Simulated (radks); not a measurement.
Values are calculated unless marked as measured or tabulated.
All-electron atom: Sb17+ in [Ar] 3d10 4s2 4p4.

Code: a radial shooting solver on a logarithmic mesh with Libxc functionals. Model: Dirac Kohn-Sham, HCTH/407, spin-unpolarised, spherical densities, point nucleus; open shells fill j = l - 1/2 first.

Energy parts (eV):
total: -173456.079
kinetic: 183223.230
electron-nucleus: -406000.266
Hartree: 53640.418
exchange-correlation: -4319.461

Orbitals (lengths in bohr, moments of r in powers of bohr):
| orbital | occ. | eigenvalue (eV) | <r^4> |
|---|---|---|---|
| 1s1/2 | 2 | -30722.00 | 3.130e-06 |
| 2s1/2 | 2 | -5055.500 | 0.0005365 |
| 2p1/2 | 2 | -4761.727 | 0.0003442 |
| 2p3/2 | 4 | -4509.592 | 0.0004070 |
| 3s1/2 | 2 | -1329.397 | 0.02280 |
| 3p1/2 | 2 | -1209.364 | 0.02174 |
| 3p3/2 | 4 | -1161.785 | 0.02468 |
| 3d3/2 | 4 | -951.1006 | 0.01992 |
| 3d5/2 | 6 | -941.0559 | 0.02071 |
| 4s1/2 | 2 | -523.8196 | 0.4632 |
| 4p1/2 | 2 | -479.0709 | 0.5154 |
| 4p3/2 | 2 | -467.1630 | 0.5650 |

The highest occupied level is 4p3/2 at -467.16 eV. For comparison, the ionisation energy in NIST's Atomic Spectra Database is 479 eV (theoretical). In exact Kohn-Sham theory the highest level is minus the ionisation energy, but local and semilocal functionals leave it too shallow, through self-interaction and a potential that decays too fast; potentials with the right tail come closer.

Beside tabulated values, note that spin-unpolarised runs miss the spin-polarisation part of the exchange energy of open shells.
